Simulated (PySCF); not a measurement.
**RuI: from constants to spectrum**

r²SCANh constants of RuI, quartet, unpaired electrons σ ↑, π ↑, δ ↑ (Ru def2-TZVPP with ECP28, I def2-TZVPP with ECP28; scalar-relativistic core potentials (PySCF 2.14); masses 101.9043 and 126.9045 u):

* ωe: 217.3 cm⁻¹
* ωexe: 0.504 cm⁻¹
* Be: 0.046125 cm⁻¹
* αe: 0.000149 cm⁻¹
* D (centrifugal): 8.31e-09 cm⁻¹
* De to Ru (4d7 5s1) + I: 2.83 eV

Question: Give the vibrational terms G(v) and spacings up to v = 6.

Answer: G(v) = ωe(v+½) − ωexe(v+½)².

```csv
v,G(v) (cm⁻¹),G(v) − G(v−1),Bv (cm⁻¹)
0,108.5,,0.04605
1,324.8,216.3,0.04590
2,540.1,215.3,0.04575
3,754.4,214.3,0.04560
4,967.6,213.3,0.04545
5,1179.9,212.3,0.04531
6,1391.2,211.3,0.04516
```

Question: How well does the Morse estimate ωe²/(4ωexe) reproduce De, and what is D0?

Answer: It gives 2.90 eV, 103 % of the computed De. D0 = De − G(0) = 2.83 − 0.01 = 2.82 eV.

The metal atom is held in its measured ground configuration; semilocal functionals can put another filling of s and d lower by some tenths of an eV, and De to that atom would be smaller. Spin–orbit coupling is left out, which matters for elements this heavy, above all for dissociation energies. The state is the lowest single determinant that the PBE0 search found; with open d or f shells the true ground state can be another one.
